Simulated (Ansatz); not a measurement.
Geometry optimisation, RKS B3LYP-D4/def2-SVP in Ansatz 0.2.0.

The input (input.yaml):

```yaml
crystal:
  periodic: [false, false, false]
  atoms:
    - { symbol: Ta, position_ang: [-0.074184, -0.14721, 0.108245] }
    - { symbol: O, position_ang: [1.885331, -0.269715, 0.363816] }
    - { symbol: H, position_ang: [2.219501, -0.640902, 1.193467] }
    - { symbol: Cl, position_ang: [-0.26846, -0.808076, 2.362089] }
    - { symbol: F, position_ang: [0.370893, 0.43382, -1.626249] }
    - { symbol: Cl, position_ang: [-1.59894, 1.562208, 0.373715] }
    - { symbol: F, position_ang: [-0.900101, -1.690458, -0.509453] }
    - { symbol: F, position_ang: [1.550528, 2.467905, 0.630577] }
    - { symbol: H, position_ang: [2.255232, 1.904626, 0.414293] }
basis:
  gaussian: { orbitals: def2-SVP }
hamiltonian:
  xc: b3lyp
  dispersion: d4
relax:
  f_tol: 0.03
  max_steps: 50
```

Run as:

```bash
$ ansatz run input.yaml --threads 4 --pin off --max-ram 5120MiB --backend cpu --events-out ev --progress --plain --runs-dir out
```

Q: Where does it end, and by what steps?

A: The run converged. After 9 steps the energy has fallen by 0.270 eV; F8 moved furthest, 0.54 Å. Joined: Ta1–F8 (3.12 → 2.35 Å).

| step | energy less start (eV) | largest force component (eV/Å) | accepted |
| --- | --- | --- | --- |
| 0 | 0.0000 | 1.234 | yes |
| 1 | -0.0939 | 0.328 | yes |
| 2 | -0.1713 | 0.692 | yes |
| 3 | -0.1727 | 1.232 | yes |
| 4 | -0.2407 | 0.264 | yes |
| 5 | -0.2578 | 0.165 | yes |
| 6 | -0.2643 | 0.182 | yes |
| 7 | -0.2682 | 0.084 | yes |
| 8 | -0.2694 | 0.059 | yes |
| 9 | -0.2697 | 0.018 | yes |

```xyz
9
Properties=species:S:1:pos:R:3
Ta 0.029 0.076 0.126
O 1.970 -0.226 0.331
H 2.328 -0.768 1.048
Cl -0.123 -0.453 2.427
F 0.454 0.625 -1.627
Cl -1.741 1.571 0.266
F -0.725 -1.526 -0.424
F 1.233 2.037 0.607
H 2.015 1.477 0.556
```

Whether the end is a true minimum wasn't checked by a vibrational analysis.

Run time: 39 s on 4 threads of Arm Neoverse V1, with other jobs on the host, peak memory 0.39 GiB.
